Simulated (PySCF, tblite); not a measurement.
Calculations on `F[C@H]1CC[SiH2]C[SiH2]1`, in the order of a workflow; each names the level of the geometry that it ran on. Settings lines and outputs come from a driver script.

Species: C4H11FSi2.
Numbering: `[F:1][C@H:2]1[CH2:3][CH2:4][SiH2:5][CH2:6][SiH2:7]1` (hydrogens: H8 on C2; H9, H10 on C3; H11, H12 on C4; H13, H14 on Si5; H15, H16 on C6; H17, H18 on Si7)

Step 1: GFN2-xTB geometry optimisation, gas phase (tblite 0.8.0) (from a force-field or distance-geometry start)
```json
{"job": {"kind": "relax", "xc": "GFN2-xTB", "basis": "xTB"}, "charge": 0, "multiplicity": 1}
```
```
step      E/eV     max force
  0    -608.05307    1.593
  1    -608.14029    0.813
  2    -608.16391    0.272
...
 64    -608.21984    0.013
 65    -608.21987    0.014
 66    -608.21990    0.012
 67    -608.21992    0.012
 68    -608.21994    0.010
```

Energy lowered by 3.8 kcal/mol over 68 steps; largest atomic force 0.010 eV/Å at the end. «max force» is the largest atomic force in eV/Å.

Time: 0.8 s. Hardware: one thread of an Arm Neoverse N1, no GPU, on a shared host.

Step 2: GFN2-xTB harmonic vibrations, gas phase (tblite 0.8.0) (on the GFN2-xTB geometry)
```json
{"job": {"kind": "ir", "xc": "GFN2-xTB", "basis": "xTB"}, "charge": 0, "multiplicity": 1}
```
```
(table of modes left out)
```

48 modes from 73 to 3006 cm⁻¹ (unscaled, harmonic); zero-point energy 84.4 kcal/mol; all wavenumbers are real at this level.

On an Arm Neoverse N1 with one thread (shared host), this took 1.1 s of wall time.

Step 3: TDDFT wB97X-D/def2-SVPD, vertical, gas phase, core orbitals frozen in the response (PySCF 2.14.0, density-fitted response routines) (on the GFN2-xTB geometry)
```json
{"job": {"kind": "uv", "xc": "wB97X-D", "basis": "def2-SVPD", "nstates": 8, "ntriplets": 3}, "charge": 0, "multiplicity": 1}
```
```
...
Static polarisability (au): isotropic 96.220, principal 84.435 98.618 105.607
Singlet excitations
state   eV       nm        f      main configurations
  1   7.6129    162.9   0.00070   H->L 0.80
  2   7.7954    159.0   0.01586   H->L+1 0.84
  3   7.9085    156.8   0.01284   H->L+2 0.29, H->L+5 0.22, H->L+4 0.14
  4   8.0891    153.3   0.06556   H-1->L+1 0.48, H-1->L 0.25
  5   8.2492    150.3   0.00104   H->L+4 0.28, H->L+3 0.23, H-1->L 0.18
  6   8.3019    149.3   0.06967   H-1->L 0.31, H-1->L+1 0.28, H-1->L+2 0.15
  7   8.4735    146.3   0.01690   H->L+2 0.28, H-2->L+1 0.14, H->L+6 0.14
  8   8.5483    145.0   0.06133   H-2->L 0.44, H->L+4 0.11, H-2->L+2 0.08
Triplet excitations (Tamm-Dancoff, eV): 7.3256 7.4105 7.5457
```

HOMO -9.67 eV, LUMO 1.99 eV; lowest singlet 7.61 eV; lowest triplet 7.33 eV (Tamm–Dancoff); mean polarisability 96.2 au.

Hardware: an Arm Neoverse N1 with one thread, no GPU, shared host with 64 logical CPUs at a one-minute load of 59. Cost: 1.9 min of wall time (grids of density and orbitals included), 1.1 GiB resident at most.

Geometry of the electronic-property runs (GFN2-xTB):
```
atom  x, y, z in Å
F1    -0.816    1.272   -1.775
C2    -0.491    1.477   -0.432
C3    -1.422    0.634    0.434
C4    -1.369   -0.861    0.112
Si5    0.288   -1.697    0.525
C6     1.643   -0.729   -0.397
Si7    1.387    1.138   -0.204
H8    -0.712    2.537   -0.255
H9    -2.449    0.988    0.290
H10   -1.154    0.809    1.478
H11   -1.594   -0.990   -0.948
H12   -2.175   -1.356    0.657
H13    0.524   -1.628    1.975
H14    0.262   -3.102    0.098
H15    1.601   -0.986   -1.455
H16    2.633   -1.016   -0.049
H17    1.728    1.600    1.148
H18    2.108    1.919   -1.213
```

 (This holds for the electronic-property runs.)

One conformer stands for the species.

The pairwise dispersion term of wB97X-D wasn't added to the energies; at a given geometry it leaves orbitals and properties as they are.
